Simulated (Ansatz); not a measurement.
```yaml
crystal:
  periodic: [false, false, false]
  atoms:
    - {symbol: B, position_ang: [-0.061180, 0.330917, -2.088353]}
    - {symbol: N, position_ang: [0.037781, -0.117498, -0.694924]}
    - {symbol: C, position_ang: [-0.739184, -1.193475, -0.292042]}
    - {symbol: C, position_ang: [-0.743487, -1.719153, 0.786706]}
    - {symbol: C, position_ang: [0.943103, 0.341311, 0.197860]}
    - {symbol: C, position_ang: [0.203267, 1.464703, 1.190695]}
    - {symbol: H, position_ang: [-0.928326, -0.146353, -2.765776]}
    - {symbol: H, position_ang: [0.542960, 1.250280, -2.388601]}
    - {symbol: H, position_ang: [-1.362896, -1.587759, -0.995035]}
    - {symbol: H, position_ang: [-1.403865, -2.552908, 1.257632]}
    - {symbol: H, position_ang: [-0.043256, -1.395427, 1.792455]}
    - {symbol: H, position_ang: [1.465207, 1.028841, -0.356676]}
    - {symbol: H, position_ang: [1.485615, -0.327098, 0.799824]}
    - {symbol: H, position_ang: [0.925855, 1.819225, 1.807386]}
    - {symbol: H, position_ang: [-0.567173, 1.018114, 1.548713]}
    - {symbol: H, position_ang: [-0.139454, 2.129122, 0.535209]}
basis:
  gaussian: {orbitals: "6-31++G**"}
magnetization: {spin_polarized: true, initial_magnetization: 1}
hamiltonian: {xc: {name: LC-wPBE}}
accuracy: high
scf: {lower_state_search: off}
output: {forces: true}
```

```sh
$ ansatz run in.yaml --threads 4 --pin off --events-out ev --progress --plain --max-ram 11315MiB
```

Output, abridged:

```
Error: a molecule whose nuclei and cores have a total charge of 46 cannot have a net charge of 0 together with 1 unpaired electrons
```

Q: Something in this input is off. What?

A: The number of unpaired electrons doesn't fit the electron count. The input was rejected before any iteration.
